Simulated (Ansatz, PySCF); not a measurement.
Molecule: TeO, net charge 0, triplet state. 
Geometry from a B3LYP-D3(BJ)/def2-TZVP (Ansatz, an electronic-structure program) optimisation:
```
O
Te 1 1.8289
```
Charge 0, spin multiplicity 3.

Wanted: vertical ionisation energy (to the doublet state of charge +1; each state is the SCF solution reached for its spin; the UHF <S^2> is 1.61 for the doublet (pure: 0.75); for the doublet T1 is 0.116; for the triplet the Hartree-Fock reference is unstable and T1 is 0.027), in eV. Valence correlation only, unless marked. Open shells are spin-unrestricted. Spin-orbit coupling is left out. The frozen core is the preceding noble-gas configuration, with the filled d and f shells of earlier blocks. Past Kr the def2 sets carry scalar-relativistic core potentials.  The program attaches cautions to a run behind CCSD/def2-TZVPPD: large difference. The program attaches cautions to a run behind CCSD/def2-QZVPPD: large difference. The program attaches cautions to a run behind CCSD(T)/def2-TZVPPD: large difference. The program attaches cautions to a run behind CCSD(T)/def2-QZVPPD: large difference.

| level | program | vertical ionisation energy (eV) |
|---|---|---|
| SVWN5/def2-TZVPD | Ansatz | 9.58 |
| PBE/def2-TZVPD | Ansatz | 9.41 |
| r2SCAN/def2-TZVPD | Ansatz | 9.69 |
| B3LYP/def2-TZVPD | Ansatz | 9.66 |
| PBE0/def2-TZVPD | Ansatz | 9.71 |
| BHLYP/def2-TZVPD | Ansatz | 9.66 |
| CAM-B3LYP/def2-TZVPD | Ansatz | 9.78 |
| wB97M-V/def2-TZVPD | Ansatz | 9.65 |
| wB97X-V/def2-TZVPD | Ansatz | 9.68 |
| CCSD/def2-SVPD | Ansatz | 9.26 |
| CCSD/def2-TZVPPD | Ansatz | 9.46 |
| CCSD/def2-QZVPPD | Ansatz | 9.55 |
| CCSD(T)/def2-SVPD | Ansatz | 9.23 |
| CCSD(T)/def2-TZVPPD | Ansatz | 9.39 |
| CCSD(T)/def2-QZVPPD | Ansatz | 9.48 |

For comparison, minus the highest occupied orbital energy (PySCF): 6.49 eV at TPSSh/def2-TZVPD, 5.92 eV at BP86/def2-TZVPD, 10.40 eV at HF/def2-TZVPD.
